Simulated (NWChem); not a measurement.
System: SiBrF, singlet; SMILES F[Si]Br

The following NWChem deck was run.

```
start job
memory heap 200 mb stack 900 mb global 1100 mb
geometry units angstroms noautoz
  Si     0.653137    -1.149742     0.000000
  F     -0.774351    -1.934017     0.000000
  Br    -0.046543     0.996545     0.000000
end
basis spherical
  * library def2-svp
end
dft
  xc xcamb88 1.00 lyp 0.81 vwn_5 0.19 hfexch 1.00
  cam 0.33 cam_alpha 0.19 cam_beta 0.46
  iterations 150
  vectors input atomic output neutral.movecs
end
task dft energy
charge 1
dft
  odft
  mult 2
  vectors input atomic output cation.movecs
end
task dft energy
```

Low-valent species are run as closed-shell singlets; no triplet was tried in these runs. Structure relaxed at the PBE0/def2-SVP level.

Ions are spin-unrestricted doublets at the neutral geometry; other ion states weren't tried.

**Question.** What results follow from this input? (CAM-B3LYP/def2-SVP, vertical spin-unrestricted ions.) Quantities: vertical ionisation energy, ΔSCF (eV); −ε(HOMO) (eV).

**Answer.** 
| Quantity | Result |
|---|---|
| vertical ionisation energy, ΔSCF (eV) | 10.24 |
| −ε(HOMO) (eV) | 9.01 |
